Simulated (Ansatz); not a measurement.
```xyz
11

C    -1.1860    0.5054    1.1595
Si   -0.6371    0.0137   -0.5479
F    -0.9156    1.2411   -1.5529
Si    1.6471   -0.5137   -0.6375
H    -0.6148    1.3593    1.5301
H    -1.0427   -0.3275    1.8537
H    -2.2459    0.7714    1.1619
H    -1.4505   -1.1343   -1.0361
H     2.4708    0.6362   -0.1742
H     2.0632   -0.8793   -2.0176
H     1.9115   -1.6724    0.2609
```

The species carries charge 0 and has multiplicity 1.

Problem. List the ωB97M-V/def2-TZVPP orbital energies in eV (Ansatz). (Best estimate.)

Solution. Computed: Occupied: -1807.69, -1806.79, -677.20, -281.25, -148.66, -147.92, -102.83, -102.76, -102.74, -102.03, -102.03, -102.02, -35.71, -22.66, -18.46, -17.19, -15.28, -15.05, -14.55, -14.08, -13.79, -12.27, -12.17, -11.45, -10.13. Lowest empty: 1.56, 1.83, 2.52, 2.86, 3.15, 3.43, 3.98, 4.28.
